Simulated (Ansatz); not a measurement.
The H–H spacing of H4 chain is stretched (multiplicity 1).
Geometry at rest (charge 0, multiplicity 1):
```xyz
4

H      0.0000     0.0000     0.0000
H      0.0000     0.0000     0.9000
H      0.0000     0.0000     1.8000
H      0.0000     0.0000     2.7000
```

Programs: Ansatz (Gaussian basis) for Hartree–Fock, density functionals and correlated methods. 

FIC-MRCISD+Q on CASSCF(4,4)/cc-pVTZ, total energies (hartree):

| R (Å) | CASSCF | MRCISD | weight c² of the reference |
|---|---|---|---|
| 0.900 | -2.231592 | -2.276990 | 0.98210 |
| 1.800 | -2.057921 | -2.070742 | 0.99230 |
| 3.600 | -1.999518 | -1.999616 | 0.99994 |

Question: Add the Davidson correction (E_MRCISD − E_CASSCF)(1 − c²)/c² and give the energies above the first point at the three levels.

Answer: 
Corrections (hartree): -0.000827, -0.000099, 0.000000. Above the first point (kcal/mol):
- R = 1.800 Å: CASSCF 109.0, MRCISD 129.4, with the correction 129.9
- R = 3.600 Å: CASSCF 145.6, MRCISD 174.1, with the correction 174.6

Ansatz is a program for electronic structure.
